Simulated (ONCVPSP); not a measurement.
**N (Z = 7): ONCV pseudisation with LDA (Perdew-Wang 92), non-relativistic reference atom.**

ONCVPSP 4.0.1 input, shortened (lines: element, Z, core and valence counts, functional; n l f; lmax; l rc ep ncon nbas qcut; lloc lpopt rc5 dvloc0; l nproj debl; icmod fcfact rcfact), LDA (Perdew-Wang 92), non-relativistic:

```
  N 7.00    0    3  -001012      upf
    1    0    2.00
    2    0    2.00
    2    1    1.50
    1
    0    0.45    0.00    4    8   38.70
    1    1.80    0.00    4    7    6.30
    4    5    0.30    4.00
    0    2    1.20
    1    2    2.80
    0    0.00    0.00
```

* Cutoffs needed: 408 Ha and 480 Ha (the cutoffs (Ha) at which the residual kinetic energy of the hardest occupied pseudo-wave falls to 1 and 0.1 mHa per electron)
* Ghost test: ghosts flagged at negative energy: p at -22.2 eV; no localised positive-energy state flagged; a true bound ghost makes a file unfit for plane-wave use
* Largest excitation error: +691 meV (all-electron minus pseudo) for 1s2 2s0 2p5, out of 4 test configurations
